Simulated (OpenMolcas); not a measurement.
## Potential curves of GeF⁺: spin–orbit levels

Calculated with OpenMolcas 26.06: state-averaged CASSCF(8,7) over Ge 4s 4p, F 2p, XMS-CASPT2 (IPEA 0.25, imaginary shift 0.2 hartree), scalar X2C, ANO-RCC-VTZP, then RASSI spin–orbit state interaction with atomic mean-field integrals. C2 symmetry about the axis (a holds Σ, Δ, Γ; b holds Π, Φ, H; Σ⁺ and Σ⁻ are not told apart); roots by multiplicity and irrep: 1a 4, 3b 2, 3a 4, 1b 2.

XMS-CASPT2 energies with spin–orbit state interaction in eV from the lowest point. Curves are followed by energy order within each symmetry, so they are adiabatic and may change character at avoided crossings; for Ω = 0 the + and − levels are counted together.

```csv
R (Å),(1)Ω=0,(2)Ω=0,(3)Ω=0,(1)Ω=1,(1)Ω=2,(2)Ω=2,(4)Ω=0,(2)Ω=1,(5)Ω=0
1.458,1.207,6.266,6.267,6.328,6.393,11.747,11.541,8.416,11.893
1.542,0.326,5.376,5.377,5.439,5.506,9.817,9.675,7.342,9.925
1.619,0.014,5.030,5.031,5.093,5.161,8.602,8.520,6.782,8.693
1.695,0.000,4.954,4.955,5.018,5.086,7.729,7.693,6.448,7.817
1.780,0.206,5.046,5.047,5.109,5.178,7.045,7.037,6.272,7.137
1.865,0.536,5.235,5.235,5.296,5.366,6.560,6.571,6.241,6.663
1.983,1.075,5.498,5.499,5.558,5.628,6.098,6.126,6.168,6.225
```

(1) With masses 73.921 and 18.998 u, fit the curves (1)Ω=0, (2)Ω=0, (3)Ω=0, (1)Ω=1, (1)Ω=2 near their minima.

The 9 lowest clean curves are shown; the next is (3)Ω=1, from 6.26 eV. Only roots inside an energy window near the equilibrium distance were included, so the list of states is not complete; labels number the states computed. Each spin and symmetry block has orbitals of its own, averaged over its own roots, so gaps between blocks are less sure than gaps within one and near the minimum can be off by tenths of an eV, in bad cases by more. No Rydberg orbitals are active, so Rydberg states, and σ→σ* states whose orbital the CASSCF left unused, can be missing between those listed. CASPT2 splits the two components of degenerate states numerically, here by up to 23 cm⁻¹. Points that failed a check (symmetry, reference weights, a jump) are left out.

Results:

(1) At XMS-CASPT2 with spin–orbit state interaction, Te from the lowest curve (the fit fixes ωe to a per cent or two; the method's Re and ωe can be off by some per cent):

| curve | Te (cm⁻¹) | Re (Å) | ωe (cm⁻¹) |
| --- | --- | --- | --- |
| (1)Ω=0 | 0 | 1.660 | 850.3 |
| (2)Ω=0 | 40120 | 1.688 | 716.1 |
| (3)Ω=0 | 40130 | 1.688 | 716.2 |
| (1)Ω=1 | 40630 | 1.688 | 714.9 |
| (1)Ω=2 | 41180 | 1.687 | 715.4 |
